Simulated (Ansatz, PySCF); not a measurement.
Gas-phase reaction R1 → 2 P1, each structure at its B3LYP-D3(BJ)/def2-TZVP stationary point, reached from a drawn start (curvature not checked).
R1, I2 (SMILES II) (charge 0, multiplicity 1, Z-matrix in Å and degrees):
```
I
I 1 2.6947
```
P1: I atom, charge 0, multiplicity 2.

```tsv
level	reaction energy (eV)
HF/def2-SVP	0.465
HF/def2-TZVPP	0.597
HF/def2-QZVPP	0.637
SVWN5/def2-TZVPP	2.779
PBE/def2-TZVPP	2.203
BLYP/def2-TZVPP	1.948
revPBE/def2-TZVPP	1.992
r2SCAN/def2-TZVPP	2.005
B97M-V/def2-TZVPP	1.928
B3LYP/def2-TZVPP	1.867
PBE0/def2-TZVPP	2.012
BHLYP/def2-TZVPP	1.621
M06-2X/def2-TZVPP	1.457
CAM-B3LYP/def2-TZVPP	1.760
wB97X-V/def2-TZVPP	1.914
wB97M-V/def2-TZVPP	1.828
B2PLYP/def2-TZVPP	1.834
MP2/def2-SVP	1.472
MP2/def2-TZVPP	1.831
MP2/def2-QZVPP	2.039
SCS-MP2/def2-SVP	1.402
SCS-MP2/def2-TZVPP	1.731
SCS-MP2/def2-QZVPP	1.933
CCSD/def2-SVP	1.340
CCSD/def2-TZVPP	1.608
CCSD/def2-QZVPP	1.778
CCSD(T)/def2-SVP	1.427
CCSD(T)/def2-TZVPP	1.739
CCSD(T)/def2-QZVPP	1.934
```

P less R. No zero-point or thermal terms; singlets are restricted closed shells; open shells are unrestricted; no spin–orbit coupling.

Cores are frozen in the correlated methods. In cc and def2 sets filled d and f shells under p-block atoms count as core.

Programs: Ansatz (Gaussian basis) for Hartree–Fock, density functionals and correlated methods; PySCF for M06-2X. No computed number here is a measurement. Elements past Kr take the def2 small-core potentials, without spin–orbit coupling.

Ansatz is a program for electronic structure.
